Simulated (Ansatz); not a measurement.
`CN([SiH3])B[SiH3]` and `C[SiH2]N(C)[SiH3]` differ in one atom or group.

Ansatz, PBE0-D4/def2-TZVP geometries, multiplicity 1. Each molecule was computed in one conformer, which needn't be the lowest.

```json
{"property": "LUMO energy (ωB97M-V/def2-TZVPP) / eV", "`CN([SiH3])B[SiH3]`": "0.95"}
{"property": "HOMO–LUMO gap (B3LYP/def2-TZVPP) / eV", "`CN([SiH3])B[SiH3]`": "6.50"}
{"property": "LUMO energy (PBE/def2-TZVPP) / eV", "`CN([SiH3])B[SiH3]`": "-1.82"}
{"property": "HOMO energy (PBE/def2-TZVPP) / eV", "`CN([SiH3])B[SiH3]`": "-6.56"}
{"property": "HOMO energy (B3LYP/def2-TZVPP) / eV", "`CN([SiH3])B[SiH3]`": "-7.59"}
{"property": "HOMO energy (PBE0/def2-TZVPP) / eV", "`CN([SiH3])B[SiH3]`": "-7.78"}
```

Problem. Give the same properties after the change, and the shifts. (Estimate.)

Solution. Computed: 
```
                             property  `C[SiH2]N(C)[SiH3]`  shift
LUMO energy (ωB97M-V/def2-TZVPP) / eV                 2.04   1.09
HOMO–LUMO gap (B3LYP/def2-TZVPP) / eV                 6.92   0.42
    LUMO energy (PBE/def2-TZVPP) / eV                -0.46   1.36
    HOMO energy (PBE/def2-TZVPP) / eV                -5.64   0.92
  HOMO energy (B3LYP/def2-TZVPP) / eV                -6.71   0.88
   HOMO energy (PBE0/def2-TZVPP) / eV                -6.92   0.86
```

With PBE0 the HOMO rises by 0.86 eV and the LUMO rises by 1.31 eV, so the gap widens by about 0.45 eV. PBE moves the HOMO by 0.92 eV and ωB97M-V by 0.73 eV.

B3LYP here is the variant with VWN-RPA as its local correlation; programs differ in this.
